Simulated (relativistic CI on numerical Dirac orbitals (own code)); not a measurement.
Eu25+: sensitivity of the levels to the model

Base calculation: Dirac-Coulomb-Breit CI, separate exchange-only KLI orbitals for each configuration, model QED (radiative potential, 1s self-energy scaled to tabulated hydrogen-like ionisation energies), unscaled Slater integrals.

CI space (outside the closed core [Ar] 3d10): 4s2 4p6 4d2, 4s2 4p5 4d3, 4s2 4p6 4d 4f, 4s 4p6 4d3, 4s2 4p5 4d2 4f, 4s 4p6 4d2 4f, 4s2 4p6 4d 5s, 4s2 4p6 4d 5p, 4s2 4p6 4f 5s, 4s2 4p6 4f2, 4s2 4p5 4f3, 4s 4p6 4f3, 4s2 4p6 4f 5p, 4s2 4p5 4f2 5p, 4s 4p6 4f2 5p. Double excitations out of closed p, d and f shells are left out; levels of such configurations are missing from the list, as are those of other unlisted configurations, and high levels can miss mixing partners.

Variants: (1) valence Slater integrals scaled by 0.9; (2) QED terms removed; (3) one mean potential for all configurations. Shifts of the energy above 4s2 4p6 4d2 3F_2, in cm⁻¹, for the lowest level and the first level of each name with at least 55 % of one term (blank where a level changes its place among those of its configuration and J or its character, or is not in the variant):

```tsv
Level	Base	Δ(1)	Δ(2)	Δ(3)
4s2 4p6 4d2 3F_2	0	0	0	0
4s2 4p6 4d2 3P_0	48385	-3887	-17	-9
4s2 4p6 4d2 3F_3	51985	+531	-156	+4
4s2 4p6 4d2 3F_4	80058	-1328	-182	-1
4s2 4p6 4d2 3P_1	84376	-2371	-150	-3
4s2 4p6 4d2 1G_4	128703	-1997	-288	-3
4s2 4p6 4d2 1S_0	213472	-10761	-293	-22
4s2 4p5 4d3 5D°_0	944556	+4070	+599	-107
4s2 4p5 4d3 3P°_0	1018659	-1430	+553	-117
4s2 4p5 4d3 3I°_7	1075114	+19	+361	-117
4s2 4p5 4d3 3D°_1	1105595	-2602	+337	-161
4s2 4p5 4d3 3H°_6	1110559		+339	-119
```

At this charge energies of transitions that change n are usually good to better than 1 %, and those within a shell (Δn = 0) to a few per cent. Terms inside the open d or f shell come out 10 to 20 % too wide with unscaled integrals.

Ionisation energy from the two ground configurations alone: base 838.162 eV; valence Slater integrals scaled by 0.9 837.949 eV. The NIST ASD value (theoretical) is 838 eV.

LS names give the leading component of a level, which can be under half, so a name can repeat, a term be missing and a line seem to break the LS rules.
